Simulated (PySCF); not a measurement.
CH5BrOSn, SMILES C[O][SnH2][Br].

The structure is a stationary point at B3LYP-D3(BJ)/def2-SVP. The structure was generated by enumeration; whether it is a known compound was not checked. The def2 effective core potentials stand for the cores of Sn; spin–orbit coupling is left out. The values are those of a single conformer.

The numbers are results of B3LYP-D3(BJ)/def2-SVP in PySCF, not measurements.

Frequencies are harmonic and unscaled.

Task: Give all harmonic wavenumbers and intensities. (Estimate from the structure and the level; the computed values follow.)

Result: 
```csv
mode,ν (cm⁻¹),IR (km/mol),Raman (Å⁴/amu),depolarisation,moving atoms (share of kinetic energy)
1,54,2.4,2.2,0.73,"C 42 %, H 23 %, Br 18 %, Sn 11 %"
2,110,3.2,0.7,0.71,"H 71 %, O 19 %"
3,141,6.4,1.4,0.48,"H 44 %, O 38 %, C 12 %"
4,223,2.7,1.1,0.66,"O 36 %, C 25 %, H 25 %, Sn 9 %"
5,251,31.4,7.2,0.18,"Br 56 %, Sn 41 %"
6,421,33.7,9.5,0.74,H 88 %
7,507,12.4,25.1,0.72,H 88 %
8,557,48.8,17.5,0.20,"O 67 %, H 13 %, Sn 12 %"
9,631,169.2,22.7,0.67,H 97 %
10,663,127.9,26.9,0.64,H 99 %
11,1109,192.3,5.5,0.58,"O 51 %, C 44 %"
12,1172,0.7,2.9,0.72,"H 77 %, C 19 %"
13,1188,0.7,3.4,0.09,"H 74 %, C 19 %"
14,1468,9.2,12.9,0.74,H 92 %
15,1469,5.1,19.5,0.70,H 95 %
16,1479,23.5,14.8,0.75,H 94 %
17,1903,108.8,270.4,0.12,H 99 %
18,1953,115.1,191.5,0.32,H 99 %
19,2964,86.9,135.1,0.03,H 97 %
20,3030,45.5,60.4,0.67,"H 91 %, C 9 %"
21,3078,33.3,183.3,0.48,"H 91 %, C 9 %"
```
